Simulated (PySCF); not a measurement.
## Deuteron quadrupole couplings in `C#CC[Si@@]1(N)CCN1C`

C₆H₁₂N₂Si.
Structure used (GFN2-xTB), in Å, numbered top down from 1:
```
atom  x, y, z in Å
C1     3.163   -0.839   -1.306
C2     2.555   -0.645   -0.294
C3     1.783   -0.417    0.899
Si4   -0.079   -0.558    0.498
N5    -0.265   -2.195   -0.010
C6    -1.453    0.064    1.666
C7    -1.810    1.113    0.608
N8    -0.763    0.782   -0.342
C9    -0.615    1.492   -1.578
H10    3.722   -1.003   -2.179
H11    2.059   -1.159    1.647
H12    2.026    0.570    1.295
H13    0.489   -2.657   -0.490
H14   -1.159   -2.550   -0.308
H15   -2.255   -0.639    1.858
H16   -1.151    0.500    2.611
H17   -2.809    0.975    0.178
H18   -1.729    2.146    0.963
H19   -1.500    1.368   -2.216
H20   -0.474    2.563   -1.397
H21    0.255    1.107   -2.105
```

Level: PBE0/pcSseg-1 (PySCF, non-relativistic); Q(2H) = 0.00286 b; rigid geometry, the same for H and D, with no vibrational averaging.

Question: Rank these positions by the coupling χzz of a deuteron there, largest first.
A. H12 (methylene hydrogen)
B. H18 (methylene hydrogen)
C. H13 (N–H hydrogen)
D. H10 (alkyne hydrogen)
E. H16 (methylene hydrogen)

Answer: C (288 kHz), D (268 kHz), E (222 kHz), A (210 kHz), B (199 kHz).

Question: Tabulate Vzz, the asymmetry η and χzz = 234.96 MHz × Q × Vzz for every hydrogen position.

Answer: 
```
atom  bonded to  bond length (Å)  Vzz (au)     η  χzz (kHz)
 H10         C1            1.049    0.3995  0.01        268
 H11         C3            1.090    0.3131  0.04        210
 H12         C3            1.090    0.3128  0.04        210
 H13         N5            1.006    0.4291  0.17        288
 H14         N5            1.007    0.4319  0.16        290
 H15         C6            1.084    0.3302  0.05        222
 H16         C6            1.084    0.3304  0.05        222
 H17         C7            1.097    0.2948  0.02        198
 H18         C7            1.096    0.2966  0.02        199
 H19         C9            1.097    0.2949  0.04        198
 H20         C9            1.096    0.2966  0.05        199
 H21         C9            1.088    0.3096  0.06        208
```

Question: Average by the element that carries the hydrogen.

Answer: on C: 214 kHz over 10 positions, mean bond length 1.087 Å; on N: 289 kHz over 2 positions, mean bond length 1.006 Å.

Question: How does χzz go with the bond length over the 10 C–H bonds?

Answer: A straight-line fit has a slope of -14.7 kHz for each 0.01 Å, with a correlation coefficient of -0.99, over lengths from 1.049 to 1.097 Å. The longer bonds have the smaller couplings here.

Geometry: GFN2-xTB, one conformer, isolated molecule. GFN2-xTB bond lengths can be off by several hundredths of an ångström, more for odd bonds, and the gradients follow them. With so small a basis the couplings can be 20 % off.
